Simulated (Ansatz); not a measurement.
Ansatz (a quantum-chemistry and plane-wave program) input (CCSD(T)/def2-SVPD):

Ansatz 0.2 input:
```yaml
crystal:
  periodic: [false, false, false]
  atoms:
    - {symbol: W, position_ang: [-0.00023426, 0.00014543, -0.00022207]}
    - {symbol: O, position_ang: [1.33006556, 0.25058317, -1.23724597]}
    - {symbol: H, position_ang: [2.02477416, 0.37992153, -1.87988999]}
    - {symbol: O, position_ang: [-1.32864565, -0.25146470, 1.23859200]}
    - {symbol: H, position_ang: [-2.01879838, -0.38363149, 1.88555486]}
basis:
  gaussian:
    orbitals: def2-SVPD
magnetization: {spin_polarized: true, initial_magnetization: 2}
correlation: {method: ccsd_t, electrons: outside_noble_gas}
output: {forces: true}
```

End of the output:

```
cycle  12  -14.80015436 eV  change    6.1e-6 eV  update   1.3e-5
cycle  13  -14.80015792 eV  change   -3.6e-6 eV  update   9.1e-6
cycle  14  -14.80015479 eV  change    3.1e-6 eV  update   4.5e-6
cycle  15  -14.80015750 eV  change   -2.7e-6 eV  update   1.7e-6
cycle  16  -14.80015709 eV  change    4.1e-7 eV  update   7.7e-7
cycle  17  -14.80015769 eV  change   -6.1e-7 eV  update   3.9e-7
perturbative correction -0.57745919 eV, -0.0212212337 hartree
the calculation of the forces begins
Total energy: -5925.67630489 eV, -217.7645876371 hartree
Atom 0 at    -0.000234     0.000145    -0.000222 Å, force    -0.001041     0.000646    -0.000987 eV/Å
Atom 1 at     1.330066     0.250583    -1.237246 Å, force     0.530985     0.099802    -0.493385 eV/Å
Atom 2 at     2.024774     0.379922    -1.879890 Å, force     0.107342     0.020312    -0.100057 eV/Å
Atom 3 at    -1.328646    -0.251465     1.238592 Å, force    -0.529838    -0.100514     0.494472 eV/Å
Atom 4 at    -2.018798    -0.383631     1.885555 Å, force    -0.107447    -0.020247     0.099957 eV/Å
Dipole moment:     0.001555    -0.000965     0.001474 e Å
```

The spin state was set by rule; other spins were not relaxed.
